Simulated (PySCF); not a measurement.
Compound: C3H13NSi2.
Cartesian coordinates in Å at the GFN2-xTB level; atoms count from 1:
```xyz
19
C3H13NSi2 angstrom
C     -2.6993   -0.2450    0.1843
C     -1.2137   -0.5684    0.0944
C     -0.3607    0.6975    0.0220
N      1.0601    0.4247   -0.0652
Si     1.6986    0.0316   -1.6307
Si     1.8934    0.0709    1.4159
H     -3.0163    0.3265   -0.6853
H     -2.9088    0.3438    1.0749
H     -3.2887   -1.1578    0.2299
H     -1.0172   -1.1737   -0.7935
H     -0.9061   -1.1475    0.9676
H     -0.5505    1.3068    0.9113
H     -0.6647    1.2805   -0.8532
H      1.0261    0.9203   -2.5810
H      1.4501   -1.3651   -2.0178
H      3.1344    0.2789   -1.5695
H      3.3092    0.3143    1.1658
H      1.6984   -1.3148    1.8676
H      1.3461    0.9857    2.4200
```

Theory: PySCF, TDDFT PBE0/def2-SVPD, vertical, gas phase, core orbitals frozen in the response.

Kohn–Sham orbitals with the atoms that hold most of them (Löwdin shares over 4%, at most four atoms; ? is withheld):

```tsv
orbital	ε (eV)	atoms
LUMO+2	0.77	Si5 27%, Si6 27%, H14 8%, H19 8%
LUMO+1	0.59	Si6 16%, Si5 16%, C1 11%, C2 6%
LUMO	?	?
HOMO	-6.84	?
HOMO-1	-9.14	C3 18%, C2 15%, N4 11%, H13 8%
HOMO-2	-9.43	Si5 21%, Si6 21%, H14 14%, H19 14%
HOMO-3	-9.54	Si6 19%, Si5 19%, N4 12%, H18 8%
```

Question: Give the leading atoms of the LUMO.

Answer: Si6 (bonded to N and 3 H) 22%; Si5 (bonded to N and 3 H) 22%; H17 (bonded to Si) 6%; H16 (bonded to Si) 6%. By element: silicon 45%, hydrogen 13% or more.

Question: Which atoms hold the HOMO, and with what shares?

Answer: N4 (bonded to C and 2 Si) 51%; C3 (bonded to C, N and 2 H) 8%; Si5 (bonded to N and 3 H) 8%; Si6 (bonded to N and 3 H) 8%. By element: nitrogen 51%, silicon 16%, carbon 8% or more.

Question: What is the LUMO energy, and the HOMO–LUMO gap?

Answer: ε(LUMO) = 0.18 eV; the gap is 7.02 eV (0.2581 hartree).

Question: How does S1 compare with the orbital gap of 7.02 eV?

Answer: S1 is at 5.70 eV (f = 0.0006), 1.32 eV below the gap, made of HOMO→LUMO (98%). Without the coupling terms of the response equations the lowest excitation would equal the gap.

Next come S2 at 6.25 eV (f 0.0007), HOMO→LUMO+1 (51%), HOMO→LUMO+2 (44%); S3 at 6.50 eV (f 0.027), HOMO→LUMO+2 (53%), HOMO→LUMO+1 (46%); S4 at 6.84 eV (f 0.0098), HOMO→LUMO+3 (66%), HOMO→LUMO+5 (31%); S5 at 6.91 eV (f 0.0017), HOMO→LUMO+4 (86%), HOMO→LUMO+6 (9%).

One conformer stands for the species.

Without π bonds the low states are Rydberg-like; a valence basis with one diffuse set may place them up to an eV too high.
